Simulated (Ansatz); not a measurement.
C3H9BOSi: where a starting geometry ends

The starting geometry of this gas-phase singlet was optimised with GFN2-xTB; its bonds are those of `B[C@@]1([SiH3])CCO1`.

```yaml
atoms:
  - { symbol: C, position_ang: [-1.0247, 0.9659, 1.2781] }
  - { symbol: C, position_ang: [0.0826, 1.2203, 2.3117] }
  - { symbol: C, position_ang: [1.0327, 0.7906, 1.1964] }
  - { symbol: B, position_ang: [-2.3292, 0.2095, 1.5179] }
  - { symbol: O, position_ang: [-0.0354, 0.5191, 0.2982] }
  - { symbol: Si, position_ang: [-1.5991, 2.5968, 0.3982] }
  - { symbol: H, position_ang: [-2.9021, 0.4120, 2.5172] }
  - { symbol: H, position_ang: [-2.7687, -0.4929, 0.6956] }
  - { symbol: H, position_ang: [-2.1370, 2.2351, -0.9077] }
  - { symbol: H, position_ang: [-0.3698, 3.3788, 0.2437] }
  - { symbol: H, position_ang: [-2.5587, 3.3549, 1.2084] }
  - { symbol: H, position_ang: [0.2036, 2.2423, 2.6667] }
  - { symbol: H, position_ang: [0.0546, 0.5453, 3.1658] }
  - { symbol: H, position_ang: [1.6226, -0.1101, 1.3976] }
  - { symbol: H, position_ang: [1.6949, 1.5753, 0.8130] }
```

Q: Where would you expect an optimisation with PBE0-D3(BJ)/def2-SVP to take it?

A: It rearranges, giving a structure given below by its coordinates. Contacts that open: C1–Si6 (1.94 → 2.57 Å). Contacts that close: B4–Si6 (2.74 → 2.07 Å).

The energy falls by 0.32 eV over 28 steps:

```json
{"step": "1", "E − E(last) (eV)": "0.315"}
{"step": "4", "E − E(last) (eV)": "0.207"}
{"step": "7", "E − E(last) (eV)": "0.191"}
{"step": "10", "E − E(last) (eV)": "0.186"}
{"step": "13", "E − E(last) (eV)": "0.176"}
{"step": "16", "E − E(last) (eV)": "0.107"}
{"step": "19", "E − E(last) (eV)": "0.011"}
{"step": "22", "E − E(last) (eV)": "0.002"}
{"step": "25", "E − E(last) (eV)": "0.000"}
{"step": "28", "E − E(last) (eV)": "0.000"}
```

Final geometry (Å):

```yaml
atoms:
  - { symbol: C, position_ang: [-0.7085, 0.5845, 1.3657] }
  - { symbol: C, position_ang: [0.1712, 1.1197, 2.4690] }
  - { symbol: C, position_ang: [1.3036, 0.7542, 1.5061] }
  - { symbol: B, position_ang: [-2.1727, 0.5256, 1.0588] }
  - { symbol: O, position_ang: [0.3181, 0.2388, 0.5833] }
  - { symbol: Si, position_ang: [-2.1141, 2.4641, 0.3297] }
  - { symbol: H, position_ang: [-2.9061, 0.6914, 2.0157] }
  - { symbol: H, position_ang: [-2.5218, -0.1073, 0.0834] }
  - { symbol: H, position_ang: [-3.4996, 2.7700, -0.1446] }
  - { symbol: H, position_ang: [-1.1685, 2.6484, -0.8181] }
  - { symbol: H, position_ang: [-1.7489, 3.4877, 1.3657] }
  - { symbol: H, position_ang: [0.0388, 2.1827, 2.7136] }
  - { symbol: H, position_ang: [0.1167, 0.5276, 3.3941] }
  - { symbol: H, position_ang: [1.9999, -0.0363, 1.8206] }
  - { symbol: H, position_ang: [1.8581, 1.5917, 1.0580] }
```

No frequencies were run, so the end isn't proven a minimum. Run with Ansatz 0.2.0, 63 s on 2 threads of Intel(R) Xeon(R) 6975P-C (Granite Rapids) (shared host).
